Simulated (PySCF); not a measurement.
C₃H₅N₃, SMILES [nH]1cc[nH]c1=N.

Geometry: B3LYP-D3(BJ)/def2-SVP.

All values below come from TDDFT-PBE/def2-SVPD in PySCF.

Vertical excitations. Isolated molecule, no solvent. State labels are in the subgroup Cs.

Computed excitation energies, oscillator strengths and character:
| state | symmetry | energy (eV) | λ (nm) | f | main pairs |
|---|---|---|---|---|---|
| S1 | A" | 4.10 | 302 | 0.002 | HOMO→LUMO+1 100 % |
| S2 | A' | 4.72 | 263 | 0.038 | HOMO→LUMO 93 % |
| S3 | A" | 4.81 | 258 | 0.001 | HOMO→LUMO+2 100 % |
| S4 | A" | 5.06 | 245 | 0.001 | HOMO→LUMO+4 100 % |
| S5 | A" | 5.66 | 219 | 0.016 | HOMO→LUMO+5 98 % |
| S6 | A" | 5.76 | 215 | 0.001 | HOMO−1→LUMO 98 % |
| S7 | A' | 5.81 | 213 | 0.019 | HOMO−1→LUMO+1 99 % |
| S8 | A" | 5.92 | 210 | 0.002 | HOMO→LUMO+6 99 % |
| S9 | A' | 5.95 | 208 | 0.206 | HOMO→LUMO+3 90 % |
| S10 | A" | 6.30 | 197 | 0.000 | HOMO→LUMO+7 99 % |
| T1 | A' | 3.56 | 349 | 0 | HOMO→LUMO 98 % |
| T2 | A" | 4.01 | 309 | 0 | HOMO→LUMO+1 100 % |
| T3 | A' | 4.60 | 270 | 0 | HOMO→LUMO+3 99 % |
| T4 | A" | 4.74 | 261 | 0 | HOMO→LUMO+2 99 % |
Triplets are in the Tamm–Dancoff approximation, which puts them higher than full response would, so one can lie above its singlet here.
